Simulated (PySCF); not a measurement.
# Correlation energy of Ne+ (neon, charge +1)

[He] 2s1 2p5 3d1, one real determinant (an excited configuration). Calculation: PySCF 2.14, in aug-cc-pVQZ (6s5p4d3f2g, 80 functions); the non-relativistic Hamiltonian (point nucleus). Frozen: 1s2; 7 electrons correlated.

MP2 pair energies summed by pair of shells (mhartree):

```csv
pair,energy,share (%)
2p-2p,-169.38,80.4
2s-2p,-27.88,13.2
2p-3d,-12.77,6.1
2s-3d,-0.68,0.3
```

Total MP2 correlation energy: -210.71 mhartree.

Same-spin part -48.10 and opposite-spin part -162.61 mhartree; SCS-MP2 scales them by 1/3 and 6/5 to -211.16 mhartree.

The reference is one real determinant that mixes LS terms of this configuration.
